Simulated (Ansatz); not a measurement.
A nudged elastic band was laid between two geometries of BFH2O + H4Si (10 atoms, charge 0, multiplicity 1).

Method: RKS PBE0-D4/6-31G* in Ansatz 0.2.0.

```
movable images  : 7
climbing image  : yes
spring          : 5.0 eV/Å²
optimiser       : quadratic models (default)
start path      : through a guess of the saddle point
force threshold : 0.03 eV/Å
iteration limit : 60
end points      : relaxed
```

First end point:

```xyz
10
Properties=species:S:1:pos:R:3
B -0.061 -0.765 -0.368
H -0.557 -1.720 0.164
O 1.218 -0.729 -0.791
H 1.678 -1.558 -0.612
F -0.798 0.324 -0.555
Si 0.123 2.854 1.284
H 0.573 3.977 2.155
H 0.641 3.063 -0.093
H -1.364 2.813 1.274
H 0.656 1.579 1.838
```

Last end point:

```xyz
10
Properties=species:S:1:pos:R:3
B 0.616 0.482 -0.367
H -1.001 -0.369 2.554
O 1.345 0.254 -1.481
H 1.412 -0.695 -1.673
F 0.106 -0.569 0.292
Si 0.301 2.374 0.299
H 0.878 2.537 1.665
H 0.918 3.386 -0.602
H -1.163 2.649 0.394
H -1.306 -0.213 3.214
```

(1) Which bonds break or form, and what moves?

(2) Give the energies along the band, and the barrier.

(3) What is the geometry of the highest image?

## Answers

(1) Bonds broken: B1–H2, Si6–H10. Bonds formed: B1–Si6, H2–H10. BFH2O + H4Si becomes BFH4OSi + H2.

(2) The forces met the threshold. The highest image is number 4 of 0 to 8, 218.2 kJ/mol above the first end and 176.0 kJ/mol above the last; the last end lies 42.3 kJ/mol above the first. Neighbouring images differ by up to 1.7 eV, so the band resolves the path poorly. A vibrational analysis at the climbing image gives one clearly imaginary mode, 1169i cm⁻¹: a first-order saddle point. The orbitals stay closed-shell, which can raise the energy where a bond breaks towards radicals; this wasn't checked here.

```json
{"image": "0", "path coordinate (Å)": "0.00", "energy (kJ/mol)": "0.0", "B1–H2 (Å)": "1.20", "Si6–H10 (Å)": "1.49", "B1–Si6 (Å)": "3.98"}
{"image": "1", "path coordinate (Å)": "1.01", "energy (kJ/mol)": "0.6", "B1–H2 (Å)": "1.20", "Si6–H10 (Å)": "1.49", "B1–Si6 (Å)": "3.70"}
{"image": "2", "path coordinate (Å)": "2.02", "energy (kJ/mol)": "4.6", "B1–H2 (Å)": "1.20", "Si6–H10 (Å)": "1.49", "B1–Si6 (Å)": "3.42"}
{"image": "3", "path coordinate (Å)": "3.03", "energy (kJ/mol)": "53.6", "B1–H2 (Å)": "1.20", "Si6–H10 (Å)": "1.51", "B1–Si6 (Å)": "2.78"}
{"image": "4", "path coordinate (Å)": "4.04", "energy (kJ/mol)": "218.2", "B1–H2 (Å)": "1.36", "Si6–H10 (Å)": "1.95", "B1–Si6 (Å)": "2.17"}
{"image": "5", "path coordinate (Å)": "5.33", "energy (kJ/mol)": "58.3", "B1–H2 (Å)": "2.48", "Si6–H10 (Å)": "2.80", "B1–Si6 (Å)": "2.03"}
{"image": "6", "path coordinate (Å)": "6.63", "energy (kJ/mol)": "44.1", "B1–H2 (Å)": "2.97", "Si6–H10 (Å)": "3.78", "B1–Si6 (Å)": "2.03"}
{"image": "7", "path coordinate (Å)": "7.92", "energy (kJ/mol)": "42.5", "B1–H2 (Å)": "3.23", "Si6–H10 (Å)": "4.23", "B1–Si6 (Å)": "2.03"}
{"image": "8", "path coordinate (Å)": "9.22", "energy (kJ/mol)": "42.3", "B1–H2 (Å)": "3.45", "Si6–H10 (Å)": "4.22", "B1–Si6 (Å)": "2.03"}
```

(3) 
```xyz
10
Properties=species:S:1:pos:R:3
B 0.084 0.213 0.117
H -0.257 -0.571 1.168
O 1.427 -0.007 -0.210
H 1.563 -0.910 -0.522
F -0.937 0.069 -0.787
Si 0.098 2.285 0.763
H 1.093 2.609 1.823
H 0.518 2.871 -0.537
H -1.232 2.831 1.156
H -0.248 0.447 1.323
```

Run time: 9.1 min on 1 thread of Arm Neoverse V1 (shared host), peak memory 0.18 GiB.
